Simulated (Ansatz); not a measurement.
Geometry optimisation, UKS r2SCAN-D4/def2-SVP in Ansatz 0.2.0.

input.yaml

```yaml
crystal:
  periodic: [false, false, false]
  atoms:
    - { symbol: F, position_ang: [-1.2954, -0.4784, 1.2903] }
    - { symbol: Ge, position_ang: [-0.51, -0.7231, -0.2389] }
    - { symbol: S, position_ang: [1.6034, -0.1787, -0.0268] }
    - { symbol: H, position_ang: [-1.0686, 0.1608, -1.3552] }
    - { symbol: H, position_ang: [1.3206, 1.1458, 0.2892] }
magnetization:
  spin_polarized: true
  initial_magnetization: 1
basis:
  gaussian: { orbitals: def2-SVP }
hamiltonian:
  xc: r2scan
  dispersion: d4
relax:
  f_tol: 0.015
  max_steps: 40
output:
  orbitals: {}
```

Run as:

```bash
$ ansatz run input.yaml --threads 2 --pin off --max-ram 3072MiB --backend cpu --events-out ev --progress --plain --runs-dir out
```

Problem. Where does it end, and by what steps?

Solution. The forces met the threshold. After 23 steps the energy has fallen by 0.225 eV; H5 moved furthest, 1.08 Å.

```
step  energy less start (eV)  largest force component (eV/Å)  accepted
   0                  0.0000                           0.883       yes
   1                 -0.0942                           0.393       yes
   2                 -0.0972                           0.217       yes
   3                 -0.1031                           0.073       yes
   4                 -0.1083                           0.118       yes
   5                 -0.1078                           0.825        no
   6                 -0.1218                           0.102       yes
   7                 -0.1330                           0.362       yes
   8                 -0.1580                           0.214       yes
   9                 -0.1504                           1.057        no
  10                 -0.1742                           0.180       yes
  11                 -0.1814                           0.214       yes
  12                 -0.1817                           0.879       yes
  13                 -0.1638                           0.443        no
  14                 -0.2064                           0.088       yes
  15                 -0.2114                           0.102       yes
  16                 -0.2144                           0.510       yes
  17                 -0.2178                           0.192       yes
  18                 -0.2211                           0.132       yes
  19                 -0.2124                           0.674        no
  20                 -0.2154                           0.358        no
  21                 -0.2251                           0.053       yes
  22                 -0.2253                           0.024       yes
  23                 -0.2253                           0.013       yes
```

```xyz
5
Properties=species:S:1:pos:R:3
F -1.408 0.073 1.106
Ge -0.468 -0.648 -0.189
S 1.438 0.497 -0.383
H -1.257 -0.379 -1.505
H 1.745 0.384 0.930
```

Whether the end is a true minimum wasn't checked by a vibrational analysis.

The run took 99 s on 2 threads of Arm Neoverse V1, with other jobs on the host, peak memory 0.2 GiB.
